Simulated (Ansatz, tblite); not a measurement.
Two members of one family ((AlSb)n off), computed with Ansatz in the gas phase; def2 core potentials for Sb, no spin–orbit coupling. The two geometries come from different levels. HOMO and LUMO are taken over both spins. The spins of the ions were chosen, not always searched. A dash marks a value that wasn't run or was left out as unsound. The structures are stationary points that may keep the symmetry of their start. Remarks come from the PBE and PBE0 runs and from stability tests at other levels; not every state was tested.

First: Al2Sb2⁺ (doublet, charge 1, PBE-D4/def2-SVP geometry; reduced ion triplet).

```xyz
4

Al    0.896   -2.031   -0.056
Al   -1.359   -0.665   -0.352
Sb   -0.956    1.945    0.036
Sb    1.418    0.750    0.372
```

| level | HOMO (eV) | LUMO (eV) | gap (eV) | vertical EA (eV) |
| --- | --- | --- | --- | --- |
| PBE-D4/def2-SVP | -9.31 | -8.53 | 0.78 | – |
| r2SCAN-D4/def2-TZVP | -9.53 | -8.51 | 1.02 | 6.45 |
| B97M-V/def2-TZVP | -9.27 | -8.29 | 0.98 | – |
| PBE0-D4/def2-SVP | -10.18 | -7.93 | 2.25 | – |
| PBE0-D4/def2-TZVP | -10.09 | -7.87 | 2.22 | 6.37 |

The relaxed quartet lies at 1.00 eV (r2SCAN-D4/def2-TZVP) to 1.16 eV (PBE-D4/def2-TZVP) from the doublet.

Second: Al3Sb3⁺ (doublet, charge 1, PBE0-D4/def2-SVP geometry; reduced ion singlet).

```xyz
6

Al    0.945    1.325    0.557
Al    0.777   -1.468   -0.104
Al   -1.540    0.263   -0.449
Sb   -1.362    2.225    1.156
Sb   -1.616   -2.327   -0.646
Sb    2.797   -0.017   -0.515
```

Problem. Estimate how these quantities change from the first to the second (second minus first).

Solution. 
| level | Δ HOMO (eV) | Δ LUMO (eV) | Δ gap (eV) | Δ vertical EA (eV) |
| --- | --- | --- | --- | --- |
| PBE-D4/def2-SVP | 0.20 | -0.16 | -0.36 | – |
| r2SCAN-D4/def2-TZVP | 0.34 | 0.03 | -0.31 | 0.26 |
| B97M-V/def2-TZVP | 0.31 | -0.14 | -0.45 | – |
| PBE0-D4/def2-SVP | 0.44 | -0.18 | -0.62 | – |
| PBE0-D4/def2-TZVP | 0.45 | -0.15 | -0.59 | 0.37 |

The relaxed quartet lies at 0.15 eV (r2SCAN-D4/def2-TZVP) to 0.38 eV (BLYP-D4/def2-TZVP) from the doublet. Remarks: spin-contaminated (⟨S²⟩ up to 0.87).
